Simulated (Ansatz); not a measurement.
C3H6BF (`B/C=C(/C)F`). The species carries charge 0 and has multiplicity 1.

Cartesian coordinates in Å:
```
B 1.644 -1.003 -0.977
C 0.240 -0.519 -0.641
C -0.056 0.296 0.383
C -1.379 0.818 0.788
F 0.904 0.744 1.193
H 1.816 -1.732 -1.910
H 2.583 -0.665 -0.320
H -0.621 -0.818 -1.232
H -1.367 1.911 0.776
H -1.602 0.510 1.814
H -2.162 0.457 0.124
```

Question: What are the harmonic wavenumbers in cm⁻¹ at PBE0-D4/def2-TZVP (Ansatz, finite differences of forces, unscaled)? (Best estimate.)

Answer: The calculation gave: 157, 194, 244, 271, 410, 550, 570, 777, 881, 953, 1008, 1012, 1057, 1078, 1194, 1249, 1366, 1409, 1460, 1466, 1687, 2588, 2668, 3054, 3115, 3172, 3180.

Question: Is this a minimum?

Answer: Yes, all 27 modes are real.

Question: Give the ideal-gas thermochemistry at 298.15 K and 1 bar (rigid rotor, harmonic oscillator; point group Cs, symmetry number 1).

Answer: Zero-point energy 219.9 kJ/mol; H(298) − E = 238.2 kJ/mol; entropy 315.2 J/(mol·K), of which translation 162.2, rotation 106.7, vibration 46.3; G(298) − E = 144.3 kJ/mol.

Question: And at 400, 500, 600, 800 and 1000 K?

Answer: 
```csv
T (K),H − E (kJ/mol),S (J/mol/K),G − E (kJ/mol)
400,249.1,346.2,110.6
500,261.8,374.5,74.5
600,276.3,400.9,35.7
800,309.4,448.3,-49.3
1000,346.6,489.8,-143.2
```

Question: Rotational constants (cm⁻¹)?

Answer: 0.329, 0.1296, 0.09459.
